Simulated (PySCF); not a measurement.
CS$_{2}$ (SMILES S=C=S), singlet, at a GFN2-xTB geometry; MP2/6-31G* run with PySCF.

PySCF was given this input:
```python
from pyscf import gto, scf, mp

mol = gto.Mole()
mol.atom = '''
    S    -0.000000   -0.000000   -1.550125
    C     0.000000    0.000000    0.000000
    S     0.000000    0.000000    1.550125
'''
mol.basis = '6-31g*'
mol.charge = 0
mol.spin = 0
mol.verbose = 4
mol.build()

mf = scf.RHF(mol)
mf.kernel()

pt = mp.MP2(mf)
pt.kernel()
print('E(MP2) = %.10f' % pt.e_tot)
```

What the program printed (banner, timings and long lists left out):

```
PySCF version 2.14.0

[INPUT] verbose = 4
[INPUT] num. atoms = 3
[INPUT] num. electrons = 38
[INPUT] charge = 0
[INPUT] spin (= nelec alpha-beta = 2S) = 0
[INPUT] symmetry False subgroup None
[INPUT] Mole.unit = angstrom
[INPUT] Symbol           X                Y                Z      unit          X                Y                Z       unit  Magmom
[INPUT]  1 S      0.000000000000   0.000000000000  -1.550125000000 AA    0.000000000000   0.000000000000  -2.929311708841 Bohr   0.0
[INPUT]  2 C      0.000000000000   0.000000000000   0.000000000000 AA    0.000000000000   0.000000000000   0.000000000000 Bohr   0.0
[INPUT]  3 S      0.000000000000   0.000000000000   1.550125000000 AA    0.000000000000   0.000000000000   2.929311708841 Bohr   0.0

nuclear repulsion = 109.240678973889
number of shells = 22
number of NR pGTOs = 129
number of NR cGTOs = 50
basis = 6-31g*
ecp = {}

******** <class 'pyscf.scf.hf.RHF'> ********
method = RHF
initial guess = minao
damping factor = 0
level_shift factor = 0
DIIS = <class 'pyscf.scf.diis.CDIIS'>
diis_start_cycle = 1
diis_space = 8
diis_damp = 0
SCF conv_tol = 1e-09
SCF conv_tol_grad = None
SCF max_cycles = 50
direct_scf = True
direct_scf_tol = 1e-13
Set gradient conv threshold to 3.16228e-05
Initial guess from minao.
init E= -833.390447172832
  HOMO = -0.30251335186125  LUMO = 0.00742490378690131  gap/eV = 8.43385
cycle= 1 E= -832.804850665331  delta_E= 0.586  |g|=  0.5  |ddm|= 2.11
  HOMO = -0.3969658672867  LUMO = -0.0132972832387526  gap/eV = 10.44015
cycle= 2 E= -832.828693729829  delta_E= -0.0238  |g|= 0.452  |ddm|= 0.763
  HOMO = -0.375685907139525  LUMO = 0.0506305666865944  gap/eV = 11.60066
cycle= 3 E= -832.880939774505  delta_E= -0.0522  |g|= 0.0318  |ddm|= 0.337
  HOMO = -0.369811301581814  LUMO = 0.0581942003293894  gap/eV = 11.64662
cycle= 4 E= -832.881480454038  delta_E= -0.000541  |g|= 0.0065  |ddm|= 0.0777
  HOMO = -0.371974566137799  LUMO = 0.0558288029545334  gap/eV = 11.64112
cycle= 5 E= -832.88149797772  delta_E= -1.75e-05  |g|= 0.00155  |ddm|= 0.0105
  HOMO = -0.371975688447107  LUMO = 0.0557365209600579  gap/eV = 11.63864
cycle= 6 E= -832.881499250913  delta_E= -1.27e-06  |g|= 0.000444  |ddm|= 0.00305
  HOMO = -0.372014045014134  LUMO = 0.0557574047595282  gap/eV = 11.64025
cycle= 7 E= -832.881499411551  delta_E= -1.61e-07  |g|= 6.69e-05  |ddm|= 0.0015
  HOMO = -0.37201365275303  LUMO = 0.055749552284171  gap/eV = 11.64003
cycle= 8 E= -832.881499413559  delta_E= -2.01e-09  |g|= 4.78e-06  |ddm|= 0.000193
  HOMO = -0.37201483994256  LUMO = 0.0557487341526675  gap/eV = 11.64004
cycle= 9 E= -832.881499413571  delta_E= -1.22e-11  |g|= 6.14e-07  |ddm|= 1.29e-05
  HOMO = -0.37201484898776  LUMO = 0.0557488277873367  gap/eV = 11.64004
Extra cycle  E= -832.881499413571  delta_E= -4.55e-13  |g|= 1.9e-07  |ddm|= 1.87e-06
converged SCF energy = -832.881499413571

******** <class 'pyscf.mp.mp2.RMP2'> ********
nocc = 19, nmo = 50
E(RMP2) = -833.274203759251  E_corr = -0.39270434568004
E(SCS-RMP2) = -833.258001898772  E_corr = -0.376502485200711
E_corr(same-spin) = -0.109318534171543
E_corr(oppo-spin) = -0.283385811508497
E(MP2) = -833.2742037593
```
